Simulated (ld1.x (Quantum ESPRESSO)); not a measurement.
# What one change does to a pseudopotential (arsenic, PAW)

As, PAW, made with ld1.x (Quantum ESPRESSO) 7.5 (PBE, scalar-relativistic). Core [Ar], reference 3d10 4s2 4p3. Waves: 4s (bound): rcut 1.30, rcutus 1.80 bohr; 4s channel at 4.05 Ry: rcut 1.30, rcutus 1.80 bohr; 4p (bound): rcut 1.85, rcutus 2.30 bohr; 4p channel at 1.3 Ry: rcut 1.85, rcutus 2.30 bohr; 3d (bound): rcut 1.05, rcutus 1.35 bohr; 3d channel at -1.55 Ry: rcut 1.05, rcutus 1.35 bohr. Local part: all-electron potential smoothed inside 1.75 bohr (lloc = -1). Core correction: Bessel-smoothed model core, default radius (core density twice the valence density). Augmentation charge: PSQ, inside the norm-conserving radii.

Change: wave 4s channel at 4.05 Ry: rcut 1.30, rcutus 1.80 bohr becomes 4s channel at -0.77 Ry: rcut 1.30, rcutus 1.80 bohr.

Cutoffs: the cutoffs (Ry, on a coarse ladder) from which the occupation-weighted sum of valence levels, in a spherical-Bessel basis at the reference potential, stays within 10 and 1 mRy of its value at 400 Ry; they do not see the model core or the augmentation charge, which bear on the density cutoff. Errors are all-electron minus pseudo energies relative to the spin-unpolarised reference configuration.

**Question.** What does the change do?

**Answer.** The potential gets neither clearly harder nor softer (70 Ry and 120 Ry → 70 Ry and 120 Ry); the errors of the 6 common tests hardly move; the range in which the s phases agree narrows (upper end at the end of the scan → 3.0); neither file shows a bound ghost at the reference potential, the only one tested.

```csv
quantity,base,changed
"cutoff, loose",70 Ry,70 Ry
"cutoff, tight",120 Ry,120 Ry
bound ghosts,none,none
"tests counted (converged, no solver errors)",6 of 7,6 of 7
"error for 3d10 4s2 4p2, meV [ΔE 9.15 eV]",-1.2,-1.3
"error for 3d10 4s2 4p1, meV [ΔE 27.07 eV]",-3.8,-4.1
"error for 3d10 4s2 4p0, meV [ΔE 54.77 eV]",-8.7,-9.6
"error for 3d10 4s2 4p2.5, meV [ΔE 3.56 eV]",-0.5,-0.5
"error for 3d10 4s1 4p4, meV [ΔE 9.42 eV]",-0.9,-0.8
"error for 3d10 4s2 4p3.3, meV [ΔE -1.23 eV]",+0.2,+0.2
s: phases at 2.52 bohr within 0.05 rad from the reference energy up to (Ry; the scan ends near 5),to the end of the scan,3.0
p: phases at 2.52 bohr within 0.05 rad from the reference energy up to (Ry; the scan ends near 5),3.9,3.9
d: phases at 2.52 bohr within 0.05 rad from the reference energy up to (Ry; the scan ends near 5),to the end of the scan,to the end of the scan
lowest overlap eigenvalue by channel,"s 0.55, p 0.63, d 0.21","s 0.39, p 0.63, d 0.21"
```

Base: Tests not counted: 3d9 4s2 4p3 (solver errors, printed error -2388 eV). Changed file: Tests not counted: 3d9 4s2 4p3 (solver errors, printed error -2388 eV).
